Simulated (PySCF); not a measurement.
C2H9NOSi, SMILES CO[Si@H](C)N.

Geometry optimised at PBE-D3(BJ)/def2-SVP. The structure was generated by enumeration; whether it is a known compound was not checked. One conformer was computed; it need not be the lowest.

Two levels are set side by side: TDA-PBE/def2-SVPD (PySCF) and TDA-ωB97X/def2-SVPD (PySCF). Vertical, same geometry. The lowest singlet is HOMO→LUMO 96 % with PBE and HOMO→LUMO 63 %, HOMO→LUMO+1 17 % with the other functional; states are paired by order. Differences are taken from unrounded values.

```
quantity                              TDA-ωB97X
------------------------------------  ---------
lowest singlet excitation (eV)             7.05
lowest triplet excitation (TDA) (eV)       6.75
```

Problem. What does TDA-PBE give, and how far is it from TDA-ωB97X? (An estimate is asked for; the answer gives what the named calculation found.)

Solution. 
| quantity | TDA-PBE | TDA-PBE minus TDA-ωB97X |
|---|---|---|
| lowest singlet excitation (eV) | 5.89 | -1.16 |
| lowest triplet excitation (TDA) (eV) | 5.63 | -1.11 |

A lower first singlet is the usual sign of a functional without exact exchange. Differences between two approximate levels are no errors against the true value.

Rough cost on one machine, each run with all the roots and properties that it gave: TDA-ωB97X against TDA-PBE about 5 times.
